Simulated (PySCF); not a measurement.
Cost of excited-state runs on `C[As](C/C=C/C)[SiH3]`, C₅H₁₃AsSi

Molfile (atoms numbered from 1):
```
C5H13AsSi
     RDKit          3D

 20 19  0  0  0  0  0  0  0  0999 V2000
    3.3052   -0.5892    0.0485 C   0  0  0  0  0  0  0  0  0  0  0  0
    1.9999    0.1332    0.0999 C   0  0  0  0  0  0  0  0  0  0  0  0
    1.1579    0.2419   -0.9168 C   0  0  0  0  0  0  0  0  0  0  0  0
   -0.1559    0.9312   -0.8590 C   0  0  0  0  0  0  0  0  0  0  0  0
   -1.6633   -0.3910   -0.9322 As  0  0  0  0  0  3  0  0  0  0  0  0
   -3.0828    0.8847   -0.4070 C   0  0  0  0  0  0  0  0  0  0  0  0
   -1.3137   -1.2818    1.1900 Si  0  0  0  0  0  4  0  0  0  0  0  0
    4.1255    0.0883    0.2868 H   0  0  0  0  0  0  0  0  0  0  0  0
    3.4761   -1.0135   -0.9381 H   0  0  0  0  0  0  0  0  0  0  0  0
    3.3196   -1.3936    0.7843 H   0  0  0  0  0  0  0  0  0  0  0  0
    1.7574    0.5908    1.0517 H   0  0  0  0  0  0  0  0  0  0  0  0
    1.4040   -0.2170   -1.8695 H   0  0  0  0  0  0  0  0  0  0  0  0
   -0.2685    1.6000   -1.7198 H   0  0  0  0  0  0  0  0  0  0  0  0
   -0.2440    1.5273    0.0534 H   0  0  0  0  0  0  0  0  0  0  0  0
   -4.0000    0.3453   -0.1711 H   0  0  0  0  0  0  0  0  0  0  0  0
   -3.2985    1.5679   -1.2298 H   0  0  0  0  0  0  0  0  0  0  0  0
   -2.7923    1.4732    0.4630 H   0  0  0  0  0  0  0  0  0  0  0  0
   -1.0909   -0.2526    2.2192 H   0  0  0  0  0  0  0  0  0  0  0  0
   -0.1561   -2.1806    1.2150 H   0  0  0  0  0  0  0  0  0  0  0  0
   -2.4848   -2.0535    1.6287 H   0  0  0  0  0  0  0  0  0  0  0  0
  1  2  1  0
  2  3  2  0
  3  4  1  0
  4  5  1  0
  5  6  1  0
  5  7  1  0
  1  8  1  0
  1  9  1  0
  1 10  1  0
  2 11  1  0
  3 12  1  0
  4 13  1  0
  4 14  1  0
  6 15  1  0
  6 16  1  0
  6 17  1  0
  7 18  1  0
  7 19  1  0
  7 20  1  0
M  END
```

PySCF with density fitting, on 1 thread of an Intel Xeon Platinum 8488C, shared host. Command: `OMP_NUM_THREADS=1 python excited_run.py task.json out`

How long does each of these runs take, and how much memory?
- magnetisability and related constants, HF/pcSseg-1; isotopologues
- magnetisability and related constants, HSE06/pcSseg-0; IEF-PCM chloroform; fitting basis def2-qzvpp-jkfit


| run | level | basis functions | wall time | peak memory (GiB) |
| --- | --- | --- | --- | --- |
| magnetisability and related constants | HF/pcSseg-1 | 215 | 29 s | 1 |
| magnetisability and related constants | HSE06/pcSseg-0 | 109 | 29 s | 0.86 |

Times from a shared host are rough.
